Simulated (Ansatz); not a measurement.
Consider the redistribution: `BN([SiH3])[SiH2]F` + `BC(=C)C` → `BC(B)=C` + `CN([SiH3])[SiH2]F`.

Computed with Ansatz on PBE0-D4/def2-TZVP structures; ΔE is electronic, products minus reactants. CCSD(T)/CBS adds triple-zeta CCSD(T) − MP2 to the extrapolated MP2 energy (def2 sets, frozen cores). Each species was taken in one conformer, which may not be the lowest.

`BN([SiH3])[SiH2]F`:

Z-matrix (Å, degrees):
```
Si
N 1 1.761
H 1 1.483 2 110.0
H 1 1.485 2 107.6 3 -119.5
H 1 1.482 2 110.1 3 121.0
Si 2 1.732 1 121.8 3 118.9
B 2 1.414 1 117.3 3 -62.2
F 6 1.598 2 109.5 1 72.0
H 6 1.476 2 109.3 1 -169.4
H 6 1.480 2 109.9 1 -44.6
H 7 1.197 2 120.3 1 -179.0
H 7 1.201 2 119.1 1 1.3
```

`BC(=C)C`:

Cartesian coordinates in Å:
```
B -0.602 -1.441 0.145
C -0.138 0.023 0.025
C -1.067 0.979 0.185
C 1.295 0.370 -0.256
H 0.168 -2.352 0.025
H -1.755 -1.675 0.365
H -0.831 2.039 0.120
H -2.101 0.721 0.385
H 1.953 -0.051 0.509
H 1.618 -0.061 -1.208
H 1.461 1.449 -0.295
```

`BC(B)=C`:

Z-matrix (Å, degrees):
```
B
C 1 1.548
H 1 1.197 2 121.4
H 1 1.200 2 119.5 3 -180.0
B 2 1.548 1 124.8 3 -0.2
C 2 1.353 1 117.6 3 179.7
H 5 1.200 2 119.5 1 -179.9
H 5 1.196 2 121.4 1 0.1
H 6 1.089 2 121.9 1 0.0
H 6 1.089 2 121.9 1 -179.9
```

`CN([SiH3])[SiH2]F`:

Z-matrix (Å, degrees):
```
C
N 1 1.464
H 1 1.095 2 110.8
H 1 1.093 2 110.7 3 -118.9
H 1 1.095 2 112.0 3 120.7
Si 2 1.734 1 115.9 3 -48.3
Si 2 1.705 1 119.0 3 138.4
H 6 1.489 2 111.2 1 -59.2
H 6 1.489 2 109.6 1 59.4
H 6 1.483 2 108.3 1 -179.9
F 7 1.603 2 112.7 1 77.2
H 7 1.478 2 109.1 1 -164.2
H 7 1.482 2 109.0 1 -39.3
```

| species | CCSD(T)/CBS(def2) energy (Eh) |
| --- | --- |
| `BN([SiH3])[SiH2]F` | -761.79390 |
| `BC(=C)C` | -143.12562 |
| `BC(B)=C` | -129.23883 |
| `CN([SiH3])[SiH2]F` | -775.62200 |

Work out ΔE.

ΔE = (-129.23883) + (-775.62200) − (-761.79390) − (-143.12562) = 0.05869 Eh = +154.1 kJ/mol.

Largest T1 diagnostic among the species: 0.012.

In def2-TZVPP, CCSD(T) changes the Hartree–Fock value by +9.7 kJ/mol (the triples alone add +1.2 kJ/mol) and MP2 by +11.9 kJ/mol.
